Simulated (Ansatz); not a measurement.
This geometry of BH4N + H4OSi (12 atoms, charge 0, multiplicity 1) is a first-order saddle point.

Level of theory: Ansatz, RKS PBE0-D4/def2-SVP.

```xyz
12
Properties=species:S:1:pos:R:3
B 0.026 0.263 0.338
N 0.139 -0.192 1.808
H -0.455 -0.966 2.092
H 1.078 -0.340 2.166
H 1.084 0.437 -0.233
H -0.863 -0.287 -0.289
O -0.534 1.733 0.842
Si -1.784 2.701 0.259
H -2.970 1.870 -0.099
H -2.142 3.657 1.345
H -1.293 3.435 -0.938
H -0.397 1.142 1.772
```

Which two structures does it join? (They come from a converged band through this point; their orientation in space is the band's.)

Bonds broken: O7–H12. Bonds formed: B1–O7, N2–H12. BH4N + H4OSi becomes BH8NOSi.

Initial state:

```xyz
12
Properties=species:S:1:pos:R:3
B 0.104 -0.684 0.341
N 0.163 -0.281 1.679
H -0.644 -0.285 2.293
H 1.038 -0.129 2.168
H 1.128 -0.743 -0.295
H -0.975 -0.926 -0.143
O -0.212 2.571 0.707
Si -1.796 2.960 0.393
H -2.395 2.093 -0.674
H -2.659 2.821 1.614
H -1.815 4.379 -0.059
H -0.048 1.676 1.040
```

Final state:

```xyz
12
Properties=species:S:1:pos:R:3
B -0.187 0.554 0.422
N 0.378 -0.163 1.783
H -0.404 -0.420 2.388
H 0.927 -0.998 1.578
H 0.828 0.828 -0.222
H -0.879 -0.312 -0.119
O -0.910 1.687 0.949
Si -1.951 2.694 0.171
H -3.104 1.949 -0.433
H -2.490 3.664 1.172
H -1.284 3.472 -0.923
H 0.963 0.497 2.298
```

How far does it lie above each of them?

8.8 kcal/mol above the first and 26.1 kcal/mol above the second. This is the barrier of this one path; another mechanism may lie lower. The orbitals stay closed-shell, which can raise the energy where a bond breaks towards radicals; this wasn't checked here.

The run took 7 min on 2 threads of Arm Neoverse V1, with other jobs on the host, peak memory 0.2 GiB.
